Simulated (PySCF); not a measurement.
# Peak assignment

Cartesian coordinates in Å; atom numbers follow the order of the lines, from 1:
```xyz
13

B    -0.6034    1.6209    0.2175
O     0.7405    1.4400    0.1253
C     1.2671    0.1624   -0.1673
C     0.3317   -0.9387    0.2944
C    -1.0579   -0.6906   -0.2608
O    -1.5015    0.6181    0.0305
H    -1.0175    2.7217    0.4797
H     2.2498    0.0821    0.3229
H     1.4405    0.0876   -1.2564
H     0.2903   -0.9471    1.3969
H     0.7060   -1.9234   -0.0263
H    -1.0659   -0.8359   -1.3564
H    -1.7885   -1.3962    0.1645
```

PySCF calculation with geometry: PBE0-D3(BJ)/def2-SVP, J: B3LYP/pcJ-1 (spin–dipole term only in couplings to heteroatoms) and GIAO B97-2/pcSseg-2 shieldings; equivalent nuclei averaged, in vacuum, one conformer, non-relativistic.

δ = σ(ref) − σ, references computed at the same level: TMS for 13C, 1H.

**Question.** Assign these signals to the numbered atoms. 13C{1H} NMR (computed): δ 64.5 (CH2), 31.3 (CH2).

**Answer.** 
64.5 → C3/C5, sp3 CH2 bonded to O: the inductive effect lowers its shielding
31.3 → C4, sp3 CH2 in a ring: aliphatic region, no heteroatom directly attached

**Question.** Assign these signals to the numbered atoms. 1H NMR (400 MHz, computed): δ 4.06 (br, 1H), 3.91 (m, 4H), 1.78 (m, 2H).

**Answer.** 
4.06 → H7, hydrogen on a boron bonded to 2 O, in a 6-membered ring
3.91 → H8/H9/H12/H13, hydrogen on an sp3 CH2 bonded to O: its carbon carries O, which withdraws density
1.78 → H10/H11, hydrogen on an sp3 CH2 in a ring

Hydrogens on boron are broadened and split by 11B (spin 3/2, 80 %) and 10B (spin 3). Splittings below 1 Hz are ignored in the labels, and close J values are merged. Couplings among chemically equivalent protons are left out too, so labels in AA′BB′ or AA′XX′ sets are apparent multiplicities. Unscaled 3J(H,H) at this level run about 10 % above measured values. Shifts are as computed. Against solution values, carbons near 30 ppm lie about +4 ppm off and those near 130 ppm about +7 ppm. Of 1211 compounds with measured shifts, 218 miss one by over three times the rms of a fit or turn the order of signals round; such compounds aren't used in these exercises.
